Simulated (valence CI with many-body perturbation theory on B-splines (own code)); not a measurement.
Ag⁴¹⁺: key properties

Computed by valence CI with perturbative core correlation (CI+MBPT): four valence electrons over a frozen Dirac-Fock core [He], a basis of 9 s, 9 p, 8 d, 6 f, 3 g, 1 h functions for each j, with the one-electron correlation potential Σ1, the two-electron term Σ2, the three-electron term Σ3, Breit, model QED; selected CI, second order for the rest, scaled by the run's own slope (own B-spline code, finite nucleus).

The last digits are not significant, and no measured levels were compared; by estimate large intervals hold to a few tenths of a per cent, small ones and those within an open d or f shell to about a per cent. Among the levels kept, up to 310 cm⁻¹ of a level comes from second order outside the variational space, and about a tenth of that is noise between levels of different J, which matters for small intervals.

Levels are named by their leading jj configuration (3d3/2^4 stands for four electrons in 3d with j = 3/2), which in mixed levels can hold well under half, so a name can repeat and another be missing.

Rates and lifetimes use the calculated energies. Strong lines usually hold to 10 to 20 %, long lifetimes can be off by a factor of two.

(1) What is the ground level?

(2) Where does the other parity begin?

(3) What is the ionisation energy?

(4) Name the longest-lived excited levels whose lifetime is computed, and their main decay.

(5) How well does LS coupling describe the low levels?

Answers

(1) (2s^2 2p1/2^2) J=0, composition 73 % 2s2 2p2 3P + 27 % 2s2 2p2 1S.

(2) At (2s 2p1/2^2 2p3/2) J=2, 326.2 eV.

(3) 6562.9 eV; NIST lists 6551 ± 7 eV (semi-empirical).

(4) (2s^2 2p1/2 2p3/2) J=2 at 189.3 eV lives 27.9 μs, mostly by E2 to (2s^2 2p1/2^2) J=0; (2s^2 2p1/2 2p3/2) J=1 at 175.4 eV lives 27.3 ns, mostly by M1 to (2s^2 2p1/2^2) J=0; (2s^2 2p3/2^2) J=2 at 374.8 eV lives 13.4 ns, mostly by M1 to (2s^2 2p1/2 2p3/2) J=1.

(5) Among the lowest 20 levels the leading LS term, summed over configurations, holds 65 % on average. For single configurations the figures are 65 % in LS and 98 % in jj coupling. Terms mix most in the J = 1 level at 564.1 eV, where the leading one holds 38 %.
